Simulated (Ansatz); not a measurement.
System: BaCl2, charge 1, doublet. BaCl2+ (parent SMILES [Cl][Ba][Cl], doublet).
B3LYP-D3(BJ)/def2-TZVP minimum from Ansatz (a first-principles code):
```xyz
3

Ba    -0.0470    -0.8699    -0.3243
Cl     1.0333     1.7194    -0.3730
Cl    -0.8785     1.1461     1.4414
```
Charge +1, spin multiplicity 2.

Total energies in def2-TZVPP, 15 correlated electrons, 14 frozen orbitals. Open shells are spin-unrestricted; no spin-orbit coupling. Correlated methods leave the cores frozen (noble-gas shells, and filled d and f shells in the p block). Past Kr the def2 sets carry scalar-relativistic core potentials. The UHF reference of BaCl2+ (parent SMILES [Cl][Ba][Cl], doublet) is spin-contaminated (<S^2> up to 0.03 over the pure value in the sets run). The spin of BaCl2+ (parent SMILES [Cl][Ba][Cl], doublet) was assumed, and the state is the lowest solution found for it.

```
method    program  energy (Eh)  minus CCSDT(Q) (mEh)
--------  -------  -----------  --------------------
HF         Ansatz   -944.02785                438.99
MP2        Ansatz   -944.41255                 54.29
CCSD       Ansatz   -944.44678                 20.06
CCSD(T)    Ansatz   -944.46469                  2.15
CCSDT(Q)   Ansatz   -944.46684                  0.00
```

Rough core times of Ansatz's runs on a shared machine: CCSD(T) 2 min, CCSDT(Q) 80 min.
